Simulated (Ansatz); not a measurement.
Stepwise reaction of `[F][Ti]([F])([SH])[Cl]` with hydrogen chloride, as a gas-phase model of exchange steps in deposition or etching. ΔE in kJ/mol; ΔG adds harmonic PBE0-D4 terms to CCSD(T)/CBS, at 1 bar.

Isolated molecules relaxed with PBE0-D4/def2-TZVP in Ansatz; ΔE leaves out vibrations. CCSD(T)/CBS is the MP2 limit (def2-TZVPP, def2-QZVPP) plus CCSD(T) − MP2 in def2-TZVPP, frozen cores. This one scheme is used for every species. Functionals use def2-TZVPP. B3LYP here is the variant with VWN-RPA as its local correlation; programs differ in this. For Ti outer-core shells are correlated without core-valence functions, which leaves a few kJ/mol of doubt a bond. Scalar relativity is left out up to krypton. One conformer a species, not always the lowest.

```csv
step,reaction,PBE-D4,B3LYP-D4,ωB97M-V,CCSD(T)/CBS,ΔG(400 K)
1,`[F][Ti]([F])([SH])[Cl]` + HCl → `[F][Ti]([SH])([Cl])[Cl]` + H–F,21.3,21.1,25.5,9.5,12.7
2,`[F][Ti]([SH])([Cl])[Cl]` + HCl → `[SH][Ti]([Cl])([Cl])[Cl]` + H–F,19.5,19.0,23.7,5.7,14.1
```

Question: By hand: ΔE of the 2 steps together at CCSD(T)/CBS.

Answer: (9.5) + (5.7) = 15.2 kJ/mol, or 7.6 kJ/mol a step.

In ΔE the steps differ by no more than 3.8 kJ/mol. All are uphill at CCSD(T)/CBS. ΔG lies between 12.7 and 14.1 kJ/mol a step. PBE-D4 differs from CCSD(T)/CBS by 11.8 to 13.8 kJ/mol a step. Isolated molecules leave out the surface, adducts and barriers. Largest T1 diagnostic: 0.026.
